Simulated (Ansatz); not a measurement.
Breaking the O3–H4 bond in FHOPb (SMILES [OH][Pb][F]) (multiplicity 1 held, fragments rigid). Energies count from the point at 0.966 Å.
Geometry at that point (charge 0, multiplicity 1):
```json
[
 {"atom": "Pb", "x (Å)": "0.1198", "y (Å)": "0.0251", "z (Å)": "0.2337"},
 {"atom": "F", "x (Å)": "-0.2989", "y (Å)": "1.3526", "z (Å)": "-1.3024"},
 {"atom": "O", "x (Å)": "-0.7528", "y (Å)": "-1.6071", "z (Å)": "-0.7309"},
 {"atom": "H", "x (Å)": "-1.1147", "y (Å)": "-1.3712", "z (Å)": "-1.5949"}
]
```

U- levels take the lowest unrestricted solution at each point, which mixes spins at long bonds. Active spaces are followed from a long bond inwards. Curves can end on different states.

Frozen-core correlation. Filled d and f shells under p-block atoms count as core.

Run with Ansatz (a first-principles code).  In def2 rows elements past Kr take small-core potentials, without spin–orbit coupling.

### Question
Estimate the energy at R = 3.091 Å that U-CCSD/def2-SVP returns for this input.

### Answer
5.06 eV

Doubts at one or more of the structures used: a spin-contaminated determinant (U-CCSD/def2-SVP).
